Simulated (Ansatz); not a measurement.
Reaction (redistribution): `[F][InH][SiH3]` + `C=NB(C)F` → `C=NB(C)[SiH3]` + `[F][InH][F]`

Gas-phase electronic energies from Ansatz, PBE0-D4/def2-TZVP geometries. CCSD(T)/CBS adds triple-zeta CCSD(T) − MP2 to the extrapolated MP2 energy (def2 sets, frozen cores). DFT in def2-TZVPP. B3LYP here is the variant with VWN-RPA as its local correlation; programs differ in this. Elements past krypton have def2 core potentials. For In outer-core shells are correlated without core-valence functions, which leaves a few kJ/mol of doubt a bond. Each species was taken in one conformer, which may not be the lowest.

`[F][InH][SiH3]`:

```xyz
7

F     0.650    0.715   -2.503
In    1.022   -0.349   -0.891
Si   -0.757    0.153    0.878
H     2.426   -1.298   -1.146
H    -2.098   -0.183    0.331
H    -0.715    1.600    1.215
H    -0.529   -0.638    2.117
```

`C=NB(C)F`:

```xyz
10

C    -0.912    1.581   -1.013
N    -0.702    0.691   -0.176
B    -0.383   -0.551    0.349
C     1.085   -0.985    0.681
F    -1.398   -1.382    0.646
H    -0.886    1.393   -2.094
H    -1.138    2.608   -0.707
H     1.178   -1.215    1.747
H     1.326   -1.908    0.143
H     1.829   -0.231    0.423
```

`C=NB(C)[SiH3]`:

```xyz
13

C    -0.338   -1.619   -1.808
N    -0.052   -0.810   -0.908
B     0.223    0.073    0.078
C     1.703    0.443    0.482
Si   -1.385    0.889    1.003
H    -0.473   -1.296   -2.843
H    -0.466   -2.684   -1.596
H     1.869    1.519    0.369
H     2.455   -0.085   -0.108
H     1.875    0.220    1.540
H    -1.365    2.376    0.884
H    -1.369    0.572    2.462
H    -2.678    0.403    0.445
```

`[F][InH][F]`:

```xyz
4

F     0.620   -1.559    0.769
In    0.065    0.063   -0.128
F    -1.444    0.761    0.861
H     0.760    0.736   -1.503
```

```json
{"level": "PBE0-D4", "ΔE (kJ/mol)": "105.9"}
{"level": "B3LYP-D4", "ΔE (kJ/mol)": "104.7"}
{"level": "ωB97X-V", "ΔE (kJ/mol)": "105.3"}
{"level": "ωB97M-V", "ΔE (kJ/mol)": "111.3"}
{"level": "B2PLYP", "ΔE (kJ/mol)": "107.1"}
{"level": "PBE0", "ΔE (kJ/mol)": "108.8"}
{"level": "HF/def2-TZVPP", "ΔE (kJ/mol)": "129.8"}
{"level": "MP2/def2-QZVPP", "ΔE (kJ/mol)": "103.5"}
```

Task: What does CCSD(T)/CBS give? (An estimate is asked.)

Result: Computed: +102.6 kJ/mol. The listed levels differ from it by 3.3, 2.1, 2.7, 8.7, 4.5, 6.2, 27.2, 0.9 kJ/mol.

Largest T1 diagnostic among the species: 0.017.

The D4 term adds −5.0 kJ/mol with B3LYP and −2.9 kJ/mol with PBE0; it sums over pairs of atoms, weighted by their polarisabilities, and B3LYP, whose exchange is more repulsive, gets the larger term. In def2-TZVPP, CCSD(T) changes the Hartree–Fock value by −21.8 kJ/mol (the triples alone add −6.0 kJ/mol) and MP2 by −22.3 kJ/mol.
